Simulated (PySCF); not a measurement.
C3H5FOSi, SMILES F[Si@H]1C=CCO1.

The structure is a stationary point at B3LYP-D3(BJ)/def2-SVP. The structure was generated by enumeration; whether it is a known compound was not checked. The values are those of a single conformer.

Two levels are set side by side: PBE/def2-TZVP (PySCF) and HF/def2-TZVP (PySCF). Same geometry, gas phase. Differences are taken from unrounded values.

| quantity | HF |
|---|---|
| orbital gap (eV) | 13.57 |
| highest occupied level (eV) | -10.58 |
| lowest empty level (eV) | 2.99 |
| dipole moment (D) | 3.03 |
| mean polarisability (bohr³) | 53.9 |

What does PBE give, and how far is it from HF? (Estimate from the structure and the level; the computed values follow.)


```
quantity                       PBE  PBE minus HF
---------------------------  -----  ------------
orbital gap (eV)              5.20         -8.37
highest occupied level (eV)  -6.90          3.68
lowest empty level (eV)      -1.70         -4.69
dipole moment (D)             2.67         -0.36
mean polarisability (bohr³)   59.7           5.8
```

Without exact exchange PBE keeps part of each electron's self-repulsion, which lifts occupied levels and narrows the gap. Loosely held outer electrons make PBE densities more polarisable. Differences between two approximate levels are no errors against the true value.

Rough cost on one machine, each run with all the roots and properties that it gave: HF against PBE about 1/3.
